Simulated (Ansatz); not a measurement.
Geometry optimisation, Ansatz 0.2.0, RKS B3LYP-D4/def2-SVP.

The input (input.yaml):

```yaml
crystal:
  periodic: [false, false, false]
  atoms:
    - { symbol: Al, position_ang: [0.001075, 0.232639, -0.074821] }
    - { symbol: H, position_ang: [0.015431, 0.216748, 1.488133] }
    - { symbol: F, position_ang: [1.421064, 0.349914, -0.917141] }
    - { symbol: F, position_ang: [-1.435321, 0.262549, -0.896455] }
    - { symbol: F, position_ang: [0.057761, -2.339532, 1.21197] }
    - { symbol: H, position_ang: [0.06779, -1.620818, 1.800314] }
basis:
  gaussian: { orbitals: def2-SVP }
hamiltonian:
  xc: b3lyp
  dispersion: d4
relax:
  f_tol: 0.03
  max_steps: 50
output:
  orbitals: {}
```

Run as:

```bash
$ ansatz run input.yaml --threads 1 --pin off --max-ram 2048MiB --backend cpu --events-out ev --progress --plain --runs-dir out
```

**Question.** Where does it end, and by what steps?

**Answer.** It converged. After 11 steps the energy has fallen by 0.478 eV; F5 moved furthest, 0.67 Å. Joined: Al1–F5 (2.88 → 2.03 Å).

```csv
step,energy less start (eV),largest force component (eV/Å),accepted
0,0.0000,0.386,yes
1,-0.0890,1.339,yes
2,-0.2443,1.554,yes
3,-0.4213,0.632,yes
4,-0.4339,0.277,yes
5,-0.4516,0.145,yes
6,-0.4611,0.201,yes
7,-0.4695,0.532,yes
8,-0.4718,0.260,yes
9,-0.4771,0.076,yes
10,-0.4756,0.164,no
11,-0.4775,0.016,yes
```

```xyz
6
Properties=species:S:1:pos:R:3
Al 0.005 0.069 0.104
H 0.003 0.625 1.580
F 1.421 0.082 -0.770
F -1.425 0.010 -0.747
F 0.058 -1.850 0.753
H 0.065 -1.835 1.692
```

Whether the end is a true minimum wasn't checked by a vibrational analysis.

Run time: 25 s on 1 thread of Arm Neoverse V1 (shared host), peak memory 0.13 GiB.
